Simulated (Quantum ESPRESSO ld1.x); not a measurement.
Results of a calculation; reference values are marked as such.
One sound ld1.x (Quantum ESPRESSO 7.5) input for the rhenium ion Re+ gives E = -15779.9054 hartree in 34 iterations:

```
 &input
    zed=75.0,
    iswitch=1,
    rel=0,
    dft='PW',
    config='[Xe] 4f14 5d5 6s1',
    verbosity='high',
    prefix='ld1',
    max_out_wfc=37,
    file_charge='ld1.rho',
 /
```

Changed or added lines, one case at a time, and what came of them:

- atom='Xx' (without zed): crashed. The symbol names no element; the program warns, takes a nuclear charge of zero and dies without a result.
- lsd=1 dft='PBE': silently wrong. The run ends normally, but in this build (ld1.x 7.5) Etot and Exc of a spin-polarised run lack the gradient corrections of exchange and correlation and come out near their LSDA values (nitrogen, PBE: -54.132 hartree against -54.536 from two other codes). The eigenvalues and orbitals are those of the GGA; the energies must not be used.
- tr2=1e-22: usable despite the warning. The threshold lies below the rounding noise, so the cycle runs to its limit and warns, but the energy differs from the sound run by less than 1e-5 hartree.
- lsd=2: refused. The program stops in ld1_readin with "lsd not correct": lsd takes 0 or 1.
- rel=4: refused. The program stops in ld1_readin with "wrong rel": rel takes 0, 1 or 2.
- rel=2 cau_fact=72.13: crashed. The program stops in dirsol with "no classical turning point found": with c below Z the Dirac equation of a point nucleus has no 1s solution.
- config='[Xe] 4f14 5d5 6s1 8s1': refused. The program stops in el_config with "wrong main quantum number": the config string takes n from 1 to 7 alone.
